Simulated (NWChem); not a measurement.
System: H₃O₂ cation; SMILES O[OH2+]

```xyz
5

O     -0.0051     0.7831    -0.0785
O      0.0045    -0.6683     0.0724
H      0.0563     1.0532     0.8784
H      0.7868    -0.9860    -0.4651
H     -0.8386    -0.9859    -0.3638
```
Atoms are numbered in this order, from 1.

The geometry was optimised at PBE-D3(BJ)/def2-SVP.

### Question
List the 4 lowest vertical singlet excitations and the 4 lowest triplet ones from PBE/aug-cc-pVDZ, full TDDFT (NWChem).

### Answer
```tsv
state	energy (eV)	oscillator strength	leading excitation (squared amplitude)
S1	5.44	0.001	HOMO → LUMO (1.00)
S2	7.40	0.021	HOMO−1 → LUMO (0.98)
S3	7.71	0.001	HOMO → LUMO+1 (1.00)
S4	9.47	0.001	HOMO−1 → LUMO+1 (0.68)
T1	3.93	spin-forbidden	HOMO → LUMO (1.01)
T2	5.61	spin-forbidden	HOMO−1 → LUMO (1.00)
T3	7.52	spin-forbidden	HOMO → LUMO+1 (1.00)
T4	9.08	spin-forbidden	HOMO−1 → LUMO+1 (0.94)
```
